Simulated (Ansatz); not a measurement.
Calculated with Ansatz (gas phase, PBE0-D4/def2-TZVP geometries, no zero-point term in ΔE). CCSD(T)/CBS is the MP2 limit (def2-TZVPP, def2-QZVPP) plus CCSD(T) − MP2 in def2-TZVPP, frozen cores. Functionals use def2-TZVPP. B3LYP here is the variant with VWN-RPA as its local correlation; programs differ in this. For As outer-core shells are correlated without core-valence functions, which leaves a few kJ/mol of doubt a bond. Scalar relativity is left out up to krypton. One conformer a species, not always the lowest.

Reaction (cleavage of the Si–Si bond): `O=C1C[SiH]1[SiH2]O` + `[AsH3]` → `O[SiH2][AsH2]` + `O=C1C[SiH2]1`

```tsv
level	ΔE (kJ/mol)	difference from CCSD(T)/CBS
PBE-D4	-12.1	9.7
r2SCAN-D4	-16.8	5.0
ωB97M-V	-23.9	-2.1
B2PLYP	-21.4	0.4
r2SCAN	-17.6	4.2
PBE0	-17.3	4.5
B3LYP	-19.5	2.3
HF/def2-TZVPP	-26.5	-4.7
MP2/def2-TZVPP	-25.9	-4.1
SCS-MP2/def2-TZVPP	-25.0	-3.2
CCSD/def2-TZVPP	-21.1	0.7
HF/def2-QZVPP	-26.4	-4.6
MP2/def2-QZVPP	-27.3	-5.5
SCS-MP2/def2-QZVPP	-26.0	-4.2
HF/CBS(def2)	-26.4	-4.6
MP2/CBS(def2)	-28.5	-6.7
CCSD(T)/CBS	-21.8	0
```

Largest T1 diagnostic among the species: 0.017.

From PBE to PBE0 (25 % exact exchange), in def2-TZVPP and without D4, ΔE moves by −4.1 kJ/mol.
